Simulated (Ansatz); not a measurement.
`C=CBCl` and `C=[CH][GaH][Cl]` differ in one element.

Ansatz, PBE0-D4/def2-TZVP geometries, multiplicity 1. Each molecule was computed in one conformer, which needn't be the lowest.

Scalar relativity is left out up to krypton.

```csv
property,`C=CBCl`
HOMO–LUMO gap (PBE0/def2-TZVPP) / eV,6.39
LUMO energy (PBE0/def2-TZVPP) / eV,-2.07
size of the dipole moment (ωB97M-V/def2-TZVPP) / D,1.90
HOMO energy (ωB97M-V/def2-TZVPP) / eV,-10.69
LUMO energy (PBE/def2-TZVPP) / eV,-3.02
HOMO–LUMO gap (PBE/def2-TZVPP) / eV,4.05
```

Question: Give the same properties after the change, and the shifts. (Best estimate.)

Answer: Computed: 
```
                                          property  `C=[CH][GaH][Cl]`  shift
              HOMO–LUMO gap (PBE0/def2-TZVPP) / eV               6.37  -0.02
                LUMO energy (PBE0/def2-TZVPP) / eV              -1.81   0.26
size of the dipole moment (ωB97M-V/def2-TZVPP) / D               2.67   0.77
             HOMO energy (ωB97M-V/def2-TZVPP) / eV             -10.38   0.31
                 LUMO energy (PBE/def2-TZVPP) / eV              -2.65   0.37
               HOMO–LUMO gap (PBE/def2-TZVPP) / eV               4.22   0.17
```

Dipoles are sizes alone; their direction can turn.
